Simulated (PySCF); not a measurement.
Compound: WS2Me2, C2H6S2W (singlet state).
SMILES: `[CH3][W]([CH3])(=[S])=[S]`

Computed with PySCF 2.14.0, PBE0-D3(BJ)/def2-SVP geometry optimisation, gas phase, def2 core potentials past Kr.

Take the most abundant isotopes and a rigid rotor. 

Task: Give the principal moments of inertia and the rotational constants in MHz.

Result: Ia = 230.06, Ib = 300.04, Ic = 332.25 u·Å²; 505379 MHz·u·Å²/I gives A = 2197, B = 1684, C = 1521 MHz.

Task: Classify the top.

Result: An asymmetric top; Ray's κ = -0.517.

Task: Is it planar, by Δ = Ic − Ia − Ib?

Result: Not planar: Δ = Ic − Ia − Ib = -197.85 u·Å². For a rigid frame Δ = −2 Σ m c², so Σ m c² = 98.92 u·Å² lies off the ab plane: 26.44 from hydrogen and 72.49 from heavier atoms. The atom farthest from that plane is 2.66 Å away.

Task: Give the other two planar moments, Paa and Pbb, and the rms extents of the mass along the axes.

Result: Paa = Σ m a² = (Ib + Ic − Ia)/2 = 201.12 and Pbb = Σ m b² = (Ia + Ic − Ib)/2 = 131.13 u·Å². With the mass M = 277.94 u, the rms extents √(P/M) along a, b and c are 0.85, 0.69, 0.60 Å.

Task: List the rotational levels J(Ka,Kc) to J = 2 (K).

Result: Above 0(0,0), as E/k:
J = 1: 1(0,1) 0.154, 1(1,1) 0.178, 1(1,0) 0.186
J = 2: 2(0,2) 0.460, 2(1,2) 0.478, 2(1,1) 0.502, 2(2,1) 0.576, 2(2,0) 0.577

Task: Which types of transition are allowed, and where do some lines up to J = 4 fall?

Result: The dipole components are |μa| = 0.06 D, |μb| = 3.32 D, |μc| = 0.02 D. Intensities carry the squares of the components, which stand as 0.00 : 1.00 : 0.00 (a : b : c). Some lines, for components of 0.1 D or more:

```csv
type,branch,"J(Ka,Kc)",MHz,lower level (cm⁻¹)
b,Q,"1(1,0) ← 1(0,1)",676,0.107
b,Q,"2(1,1) ← 2(0,2)",872,0.320
b,Q,"4(1,3) ← 4(0,4)",1737,1.055
b,Q,"2(2,1) ← 2(1,2)",2027,0.332
b,Q,"4(3,1) ← 4(2,2)",2670,1.162
b,Q,"3(3,1) ← 3(2,2)",2989,0.721
b,R,"1(1,1) ← 0(0,0)",3718,0.000
b,Q,"4(4,0) ← 4(3,1)",4081,1.251
b,R,"3(1,3) ← 2(0,2)",9735,0.320
b,R,"3(2,2) ← 2(1,1)",11153,0.349
b,R,"4(2,2) ← 3(1,3)",15516,0.644
b,R,"4(3,1) ← 3(2,2)",15896,0.721
```

PBE0-D3(BJ)/def2-SVP frequencies: not computed here. Constants of a rigid frame at the computed geometry: no zero-point averaging, no centrifugal distortion. A rigid rotor knows nothing of internal rotation, which can split or shift real lines.
